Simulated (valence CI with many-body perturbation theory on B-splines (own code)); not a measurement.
## Questions on Xe³¹⁺

Computed by configuration interaction combined with many-body perturbation theory (CI+MBPT): five valence electrons over a frozen Dirac-Fock core [Ar], a basis of 7 s, 7 p, 8 d, 6 f, 4 g, 1 h functions for each j, with the one-electron correlation potential Σ1 (screened to all orders), the two-electron term Σ2, the three-electron term Σ3, Breit, model QED; selected single and double excitations, second order for the rest (own B-spline code, finite nucleus).

No measured spectrum was set against this ion. As an estimate, large intervals hold to a few tenths of a per cent, small ones and those within an open d or f shell to about a per cent. Only levels of the ground parity were solved; by the run's estimate the other parity begins above the list, which can be wrong where configurations are misplaced.

Levels are named by their leading jj configuration (3d3/2^4 stands for four electrons in 3d with j = 3/2), which in mixed levels can hold well under half, so a name can repeat and another be missing.

Rates and lifetimes use the calculated energies. Strong lines usually hold to 10 to 20 %, long lifetimes can be off by a factor of two.

(1) What is the ground level?

(2) How well does LS coupling describe the low levels?

(3) What is the ionisation energy?

Answers

(1) (3d3/2^4 3d5/2) J=5/2, composition 54 % 3d5 6S + 28 % 3d5 4P + 8 % 3d5 2D, g = 1.727.

(2) Among the lowest 20 levels the leading LS term, summed over configurations, holds 51 % on average. For single configurations the figures are 51 % in LS and 78 % in jj coupling. Terms mix most in the J = 7/2 level at 27.115 eV, where the leading one holds 25 %.

(3) 1918.6 eV; NIST lists 1919 ± 4 eV (theoretical).
